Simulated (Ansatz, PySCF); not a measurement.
Spectroscopic constants of CsNa, closed-shell singlet (lowest of 2S+1 = 1, 3 at CCSD(T)/def2-TZVPP on PBE0 minima; our sources give no spin for the ground state, which may be another). No spin–orbit coupling.

Seven points along R, fitted to fifth degree in 1/R; most abundant isotopes. In def2 and cc sets the state is the lowest found near the PBE0 minimum, followed along R. The singlet is held restricted. HF and MP2 rows in def2 and cc sets belong to the determinant that coupled cluster picked by its CCSD energy.

Programs: Ansatz (Gaussian basis) for Hartree–Fock, density functionals and correlated methods; PySCF for LANL2DZ rows. Each number belongs to the level named beside it. In def2 rows elements past Kr take small-core potentials, without spin–orbit coupling.

```csv
level,r_e (Å),ω_e (cm⁻¹),α_e (cm⁻¹),ω_e x_e (cm⁻¹),dipole (D)
HF/def2-TZVPP,4.113,91,0.00016,0.20,-
HF/def2-QZVPP,4.105,91,0.00016,0.20,-
SVWN5/def2-TZVPP,3.759,101,0.00025,0.30,3.41
PBE/def2-TZVPP,3.888,95,0.00024,0.28,4.00
BP86/LANL2DZ,3.968,87,0.00026,0.25,2.99
r2SCAN/def2-TZVPP,3.967,95,0.00020,0.29,4.93
B97M-V/def2-TZVPP,3.954,96,0.00014,0.28,3.15
B3LYP/LANL2DZ,3.984,88,0.00024,0.25,3.16
B3LYP/def2-TZVPP,3.875,96,0.00023,0.28,4.18
PBE0/def2-TZVPP,3.905,97,0.00020,0.25,4.68
BHLYP/def2-TZVPP,3.891,98,0.00020,0.25,4.84
CAM-B3LYP/def2-TZVPP,3.839,102,0.00020,0.25,5.02
wB97X-V/def2-TZVPP,3.894,103,0.00016,0.22,5.89
wB97M-V/def2-TZVPP,3.759,113,0.00020,0.31,5.41
B2PLYP/def2-TZVPP,3.866,98,0.00022,0.27,-
MP2/def2-TZVPP,3.849,102,0.00019,0.24,-
MP2/def2-QZVPP,3.803,106,0.00020,0.29,-
SCS-MP2/def2-TZVPP,3.887,100,0.00018,0.24,-
SCS-MP2/def2-QZVPP,3.842,104,0.00020,0.29,-
CCSD/def2-TZVPP,3.904,98,0.00021,0.29,-
CCSD/def2-QZVPP,3.860,102,0.00022,0.32,-
CCSD(T)/def2-TZVPP,3.895,97,0.00023,0.32,-
CCSD(T)/def2-QZVPP,3.841,101,0.00023,0.36,-
```

Correlated levels freeze the inner cores; with def2 sets outer-core shells near the valence are correlated too. Rows in LANL2DZ carry no dispersion term and start afresh at each structure. LANL2DZ brings its own core potentials from Na on.

Doubts at one or more of the structures used: a restricted determinant that unrestricted orbitals would lower (HF/def2-TZVPP, HF/def2-QZVPP, MP2/def2-TZVPP, MP2/def2-QZVPP, SCS-MP2/def2-TZVPP, SCS-MP2/def2-QZVPP, CCSD/def2-TZVPP, CCSD/def2-QZVPP, CCSD(T)/def2-TZVPP, CCSD(T)/def2-QZVPP).

Ansatz is an electronic-structure program.
